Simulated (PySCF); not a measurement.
## Radial density of Pd²⁺ (palladium, charge +2)

UHF, [Kr] 4d7 5p1, one real determinant (an excited configuration). Computed with PySCF 2.14 in aug-cc-pwCVTZ-PP with ECP28MDF (8s8p7d4f3g, 122 functions), with a scalar-relativistic core potential. This is the valence pseudo-density: the core potential removes the inner electrons and smooths the orbitals near the nucleus.

| r (bohr) | 4πr²ρ (e/bohr) | 4πr²(ρα − ρβ) |
| --- | --- | --- |
| 0.0171 | 1.296e-05 | 0.0000 |
| 0.0288 | 3.262e-05 | 0.0000 |
| 0.0485 | 7.489e-05 | 0.0000 |
| 0.0815 | 0.0002463 | 0.0000 |
| 0.137 | 0.002257 | 0.0005 |
| 0.231 | 0.03397 | 0.0076 |
| 0.388 | 0.7928 | 0.1260 |
| 0.652 | 9.939 | 1.3189 |
| 1.10 | 14.63 | 2.7430 |
| 1.85 | 3.246 | 1.1497 |
| 3.10 | 0.5223 | 0.4402 |
| 5.22 | 0.05498 | 0.0547 |
| 8.78 | 9.468e-05 | 0.0001 |

⟨L²⟩ = 13.93 against 20 for a pure G term, so this real determinant mixes terms. Energies and moments cover only the electrons outside the core potential.
